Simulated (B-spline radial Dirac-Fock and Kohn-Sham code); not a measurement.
ΔSCF core binding energies without Breit or QED terms, calculated with a radial B-spline solver.

A sound run for barium as Ba⁴⁺, configuration [Kr] 4d10 5s2 5p4: The ground state converged in 10 iterations, with total energy -8132.11067 Ha, virial ratio 1.93680 and highest orbital energy -58.69 eV. ΔSCF binding energies: K (1s) 37629.1 eV, L3 (2p3/2) 5309.0 eV, M5 (3d5/2) 832.2 eV.

A second run, with one unsound setting: The ground state converged in 13 iterations, with total energy -11092.13546 Ha, virial ratio 1.13322 and highest orbital energy -71.65 eV. ΔSCF binding energies: K (1s) 22393.7 eV, L3 (2p3/2) 8801.6 eV, M5 (3d5/2) 463.5 eV.

```
iter   energy (Ha)        error
   1    -8325.53891846  6.15e+01
   2    -9890.95246442  4.44e+01
   3   -11030.56452404  4.79e+00
   4   -11080.17242377  4.03e+00
   5   -11088.12696991  3.76e+00
   6   -11091.96028094  3.59e-01
   7   -11092.04586074  3.31e-01
   8   -11092.13224688  2.25e-02
   9   -11092.13544708  1.43e-03
  13   -11092.13546134  1.26e-07
```

Question: Which fault fits the second run best?
A. overfilled shell
B. unbound anion
C. speed of light below Z
D. tolerance below the noise

Answer: C. The input had c_factor = 0.1975: c_factor makes c so small that Zα exceeds 1, so any numbers that come out have no meaning.
